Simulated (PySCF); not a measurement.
H4O4Si, charge +1, multiplicity 2. Atoms are numbered in the order given.

```xyz
9

O     -1.0928     0.1556     1.1114
Si     0.0000     0.0000    -0.1869
O      0.1477     1.4060    -0.9222
O     -0.1477    -1.4060    -0.9222
O      1.0928    -0.1556     1.1114
H     -1.1744     1.0198     1.5655
H      0.5506     1.6280    -1.7707
H     -0.5506    -1.6280    -1.7707
H      1.1744    -1.0198     1.5655
```
Charge +1, spin multiplicity 2.

Geometry optimised at ωB97X-D3(BJ)/def2-SVP. The spin state was assumed, not searched. The isomer is the one that the SMILES or the coordinates give; other isomers of the formula were not compared. The values are those of a single conformer.

These are PySCF with M06-2X/def2-TZVP values and carry that method's errors.

Gas-phase values at a fixed geometry.

The total energy comes out as -592.63361 hartree. The point group comes out as C2, the α spin, highest occupied and lowest empty level is -17.40 and -4.46 eV and the β spin, highest occupied and lowest empty level is -17.39 and -10.73 eV. The dipole moment about the centre of nuclear charge is 0.68 D and the mean static polarisability is 40.7 bohr³ (6.04 Å³). The polarisability, principal values is 33.4, 33.4, 55.4 bohr³ and the ⟨S²⟩ comes out as 0.760 (pure state 0.75).
